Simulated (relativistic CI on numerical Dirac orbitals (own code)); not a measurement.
**One change at a time: Re XXXII**

Base calculation: Dirac-Coulomb-Breit CI, separate exchange-only KLI orbitals for each configuration, model QED, unscaled Slater integrals.

Configuration list (outside the closed core [Ar] 3d10): 4s2 4p6 4d8, 4s2 4p5 4d9, 4s2 4p6 4d7 4f, 4s 4p6 4d9, 4s2 4p5 4d8 4f, 4s 4p6 4d8 4f, 4s2 4p6 4d7 5s, 4s2 4p6 4d6 4f 5s, 4s2 4p6 4d7 5p, 4s2 4p5 4d8 5s, 4s2 4p6 4d7 5f, 4s2 4p6 4d6 5s 5p, 4p6 4d9 4f, 4s 4p6 4d7 4f 5s, 4s2 4p5 4d8 5d, 4s2 4p6 4d7 6p, 4s 4p6 4d8 5p, 4s2 4p6 4d7 6f, 4p6 4d9 5p, 4s2 4p5 4d8 5g, 4s2 4p6 4d7 7p, 4s2 4p5 4d8 6s, 4s2 4p6 4d7 7f, 4p6 4d10, 4p5 4d10 4f, 4p6 4d9 5s, 4p5 4d10 5s, 4p5 4d9 4f 5s. Double excitations out of closed p, d and f shells are left out; levels of such configurations are missing from the list, as are those of other unlisted configurations, and high levels can miss mixing partners. These lack a partner that the ground configuration has and come out too high: 4s2 4p5 4d8 5d, 4s2 4p5 4d8 5g, 4s2 4p5 4d8 6s.

Variants: (1) valence Slater integrals scaled by 0.9; (2) configuration mixing switched off; (3) only the first 3 configurations. Shifts of the energy above 4s2 4p6 4d8 3F_4, in cm⁻¹, for the lowest level and the first level of each name with at least 55 % of one term (blank where a level changes its place among those of its configuration and J or its character, or is not in the variant):

```
               Level     Base    Δ(1)    Δ(2)    Δ(3)
    4s2 4p6 4d8 3F_4        0       0       0       0
    4s2 4p6 4d8 3P_0    96567   -9115   -5610   -5610
    4s2 4p6 4d8 3F_3   137640    +478    -892    -892
    4s2 4p6 4d8 3P_1   183990   -4164   -2204   -2204
    4s2 4p6 4d8 1G_4   187839   -4755    +105    +105
    4s2 4p6 4d8 1S_0   389538  -11710   -8094   -8094
   4s2 4p5 4d9 3F°_4  1508492  +10200  +39179  -13844
4s2 4p6 4d7 4f 5I°_8  1641810   +1963  -22547  -22547
   4s2 4p5 4d9 3P°_0  1682740   +7175  +95806  -15925
```

At this charge energies of transitions that change n are usually good to better than 1 %, and those within a shell (Δn = 0) to a few per cent. Terms inside the open d or f shell come out 10 to 20 % too wide with unscaled integrals.

Ionisation energy from the two ground configurations alone: base 1294.12 eV. The NIST ASD value (theoretical) is 1294 eV.

LS names give the leading component of a level, which can be under half, so a name can repeat, a term be missing and a line seem to break the LS rules.
